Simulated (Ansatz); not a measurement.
H4Al (SMILES [AlH4-]), charge -1, singlet, geometry from GFN2-xTB (such geometries of metal compounds can be far from the true shape) (a gas-phase anion, which may not be bound at this level); Ansatz (a first-principles code) with HF/def2-SV(P).

Ansatz was given this input:
Ansatz 0.2 input:
```yaml
crystal:
  periodic: [false, false, false]
  atoms:
    - {symbol: Al, position_ang: [0.00000000, 0.00000000, 0.00000000]}
    - {symbol: H, position_ang: [1.18926445, -0.20785140, 1.09178746]}
    - {symbol: H, position_ang: [-1.18488180, 0.90443151, 0.65391954]}
    - {symbol: H, position_ang: [-0.59986665, -1.45031671, -0.43161723]}
    - {symbol: H, position_ang: [0.59548400, 0.75373660, -1.31408978]}
basis:
  gaussian:
    orbitals: def2-SV_P_.json
    occupation: {up: {"A1": 4, "B1": 2, "B2": 3}, down: {"A1": 4, "B1": 2, "B2": 3}}
hamiltonian:
  xc: hf
total_charge: -1
```
The basis file holds def2-SV(P) in the JSON format of the Basis Set Exchange.

Output, abridged:

```
Functional definition: HF
the irreps are read with x along [0.450, 0.829, -0.332], y along [0.893, -0.418, 0.165] and z along [-0.002, -0.371, -0.929] of the geometry given
286 factors; integrals over basis functions are off by at most 4.0e-4 eV
mean field evaluation 1: about -6623.1038 eV, gradient 1.3e1 eV
mean field evaluation 2: about -6624.0141 eV, gradient 5.3e-1 eV
mean field evaluation 4: about -6624.0126 eV, gradient 1.0e-1 eV
mean field evaluation 8: about -6624.0126 eV, gradient 3.0e-6 eV
a density is far from that of the atoms, so the factors are made again for it
323 factors; integrals over basis functions are off by at most 1.5e-4 eV
mean field -6624.01237937 eV, -243.4279650250 hartree, gradient 3.1e-6 eV, S^2 0.000000; 0 other end points of the search recorded, 0 dependent functions left out
reference -6624.01237937 eV, -243.4279650250 hartree; 9, 9 occupied and 17, 17 virtual orbitals, 323 factors
Total energy: -6624.01237937 eV, -243.4279650250 hartree
```
